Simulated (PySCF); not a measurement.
Calculated NMR data

PySCF 2.14.0 with density-fitted response routines calculation with shieldings: GIAO PBE0/pcSseg-1 and geometry: GFN2-xTB; a single conformation, no relativistic terms, rapidly exchanging positions averaged, gas phase.

δ = σ(ref) − σ, references computed at the same level: 1H (σ = 31.72 ppm) and 13C (σ = 186.93 ppm) against TMS. Where no couplings were computed, multiplicities follow the n + 1 count of equivalent neighbours, and m marks all less simple cases (inequivalent or close neighbours, rings, F or P nearby). Shifts are as computed. Against solution values, carbons near 30 ppm lie about +3 ppm off and those near 130 ppm about +5 ppm. Of 1211 compounds with measured shifts, 218 miss one by over three times the rms of a fit or turn the order of signals round; such compounds aren't used in these exercises. OH and NH positions are gas-phase values without hydrogen bonding to other molecules.

Compound 1 (C5H10O3Si). 1H NMR (600 MHz, computed): δ 8.08 (s, 1H), 4.08 (m, 1H), 3.98 (d, 3H), 3.74 (s, 3H), 2.82 (m, 1H), 0.86 (m, 1H). 13C{1H} NMR (computed): δ 166.9 (CH), 68.7 (CH), 61.2 (CH3), 58.4 (CH), 9.9 (CH). Structure: `[SiH3][C@@H]1[C@@H](OC)[C@@H]1OC=O`.

Compound 2 (C5H13NSi2). 1H NMR (600 MHz, computed): δ 4.85 (m, 2H), 3.88 (t, 3H), 3.68 (s, 2H), 2.02 (q, 2H), 1.72 (m, 2H), 0.55 (br s, 2H). 13C{1H} NMR (computed): δ 163.0, 149.5, 46.0, 20.1, 18.4. Structure: `C(C1=C(CN)[SiH2]C1)[SiH3]`.
